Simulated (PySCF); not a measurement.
C4H4ClF, SMILES F[C@H]1C=C(Cl)C1. Geometry optimised at TPSSh-D3(BJ)/def2-SVP. The structure was generated by enumeration; whether it is a known compound was not checked.

Computed equilibrium geometry at TPSSh-D3(BJ)/def2-SVP (PySCF confirms it by a frequency run) as bond lengths and angles:
Atoms: F1 C2 C3 C4 Cl5 C6 H7 H8 H9 H10. Bonds (Å): F1–C2 1.382, C2–C3 1.510, C2–C6 1.561, C2–H7 1.103, C3–C4 1.345, C3–H8 1.089, C4–Cl5 1.719, C4–C6 1.509, C6–H9 1.100, C6–H10 1.102. Angles (°): F1–C2–C3 116.1, F1–C2–C6 114.7, F1–C2–H7 107.7, C3–C2–C6 88.2, C3–C2–H7 115.3, C6–C2–H7 114.2, C2–C3–C4 91.3, C2–C3–H8 133.6, C4–C3–H8 135.0, C3–C4–Cl5 133.5, C3–C4–C6 96.8, Cl5–C4–C6 129.6, C2–C6–C4 83.5, C2–C6–H9 112.2, C2–C6–H10 117.0, C4–C6–H9 114.9, C4–C6–H10 116.8, H9–C6–H10 110.2.
Charge 0, spin multiplicity 1.
